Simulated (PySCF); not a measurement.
C4H9NSi, SMILES C#CCC[SiH2]N.

Geometry: B3LYP-D3(BJ)/def2-SVP. This is a generated structure with no PubChem entry under its InChIKey; it may be hypothetical. The values are those of a single conformer.

These are PBE0/def2-TZVP (PySCF) values and carry that method's errors.

Isolated molecule, no solvent.

Computed frontier levels, gap, dipole moment and polarisability:
```yaml
highest_occupied_level: -7.19 eV
lowest_empty_level: 0.42 eV
orbital_gap: 7.61 eV
dipole_moment: 1.53 D
quadrupole, principal values (traceless, Buckingham form, about the centre of nuclear charge): -5.68, 0.52, 5.17 D·Å
mean_static_polarisability: 80.0 bohr³ (11.86 Å³)
polarisability_principal_values: 62.7, 68.0, 109.3 bohr³
```
